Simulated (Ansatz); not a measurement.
Consider the homolysis of the Ge–Si bond: `F[SiH]([SiH3])[GeH3]` → `[GeH3]`• + `F[SiH][SiH3]`•.

Computed with Ansatz on PBE0-D4/def2-TZVP structures; ΔE is electronic, products minus reactants. CBS: MP2 limit from def2 TZ/QZ plus the TZ coupled-cluster correction, frozen cores. This one scheme is used for every species. DFT in def2-TZVPP. Open shells (•) are unrestricted, without spin–orbit coupling. For Ge outer-core shells are correlated without core-valence functions, which leaves a few kJ/mol of doubt a bond. Scalar relativity is left out up to krypton.

```json
{"species": "`F[SiH]([SiH3])[GeH3]`", "revPBE-D4 energy (Eh)": "-2759.85813"}
{"species": "`[GeH3]`•", "revPBE-D4 energy (Eh)": "-2078.59253"}
{"species": "`F[SiH][SiH3]`•", "revPBE-D4 energy (Eh)": "-681.15496"}
```

Problem. Work out ΔE.

Solution. ΔE = (-2078.59253) + (-681.15496) − (-2759.85813) = 0.11064 Eh = +69.4 kcal/mol. CCSD(T)/CBS gives +76.7 kcal/mol.

Problem. What do rigid-rotor, harmonic-oscillator terms from PBE0-D4/def2-TZVP frequencies (298.15 K, 1 bar) make of the CCSD(T)/CBS value? (An estimate is asked.)

Solution. The calculation gave: ΔZPE = -2.9 kcal/mol, ΔH = +74.4 kcal/mol, ΔS = 156 J/(mol·K), ΔG = +63.3 kcal/mol. Open shells count their whole term as degenerate.

Largest T1 diagnostic among the species: 0.015.

In def2-TZVPP, CCSD(T) changes the Hartree–Fock value by +21.6 kcal/mol (the triples alone add +1.6 kcal/mol) and MP2 by +22.4 kcal/mol; breaking electron pairs costs correlation energy, which Hartree–Fock lacks. At CCSD(T), def2-SVP lies −6.6 kcal/mol from the extrapolated value and def2-TZVPP −2.9 kcal/mol: correlation converges slowly with the basis, and small sets miss more of it in the bonded molecule than in its fragments. The D4 term adds +3.2 kcal/mol with B3LYP and +1.8 kcal/mol with PBE0; it sums over pairs of atoms, weighted by their polarisabilities, and B3LYP, whose exchange is more repulsive, gets the larger term.

B3LYP here is the variant with VWN-RPA as its local correlation; programs differ in this.
